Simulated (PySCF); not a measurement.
Species: C₄H₄IN.
Bonds: I1–C2, C2–C3 (double), C3–C4, C4–C5, C5–N6 (double), C2–N6. Hydrogens: H7 on C3; H8, H9 on C4; H10 on C5.

Theory: PBE0-D3(BJ)/def2-SVP geometry optimisation, gas phase, def2 core potentials past Kr (PySCF 2.14.0).

Question: Give the optimised bond lengths and angles.

Answer: 
| bond | length (bohr) |
| --- | --- |
| I1–C2 | 3.932 |
| C2=C3 | 2.549 |
| C3–C4 | 2.819 |
| C4–C5 | 2.827 |
| C5=N6 | 2.428 |
| C2–N6 | 2.657 |
| C3–H7 | 2.056 |
| C4–H8, C4–H9 | 2.090 |
| C5–H10 | 2.069 |

Bonds in one row agree within 0.02 bohr and their mean is given. A selection of angles:
| angle | degrees |
| --- | --- |
| I1–C2–C3 | 127.1 |
| I1–C2–N6 | 118.9 |
| C3–C2–N6 | 114.0 |
| C2–C3–C4 | 105.7 |
| C2–C3–H7 | 127.8 |
| C4–C3–H7 | 126.5 |
| C3–C4–C5 | 101.0 |
| C3–C4–H8 | 113.2 |
| C5–C4–H8 | 111.6 |
| H8–C4–H9 | 106.0 |
| C4–C5–N6 | 113.5 |
| C4–C5–H10 | 125.0 |
| N6–C5–H10 | 121.5 |
| C2–N6–C5 | 105.8 |

Torsions: I1–C2–C3–C4 180° (antiperiplanar); C2–C3–C4–C5 0° (synperiplanar); C3–C4–C5–N6 0° (synperiplanar); C4–C5–N6–C2 0° (synperiplanar); I1–C2–N6–C5 180° (antiperiplanar).

The 2 C–N bonds span 1.285 Å (C5=N6, drawn double) to 1.406 Å (C2–N6, drawn single), a spread of 0.121 Å. The C–C distances run from 1.349 Å (C2=C3, drawn double) to 1.496 Å (C4–C5, drawn single), a spread of 0.147 Å. The 5-membered ring C2–C3–C4–C5–N6 has internal angles of 101.0° to 114.0°; it is planar, 0.00 Å rms from its mean plane, widest ring torsion 0°. The 6 heavy atoms lie in one plane (0.001 Å rms).

Point group: Cs (tolerance 0.08 Å). No frequency check.
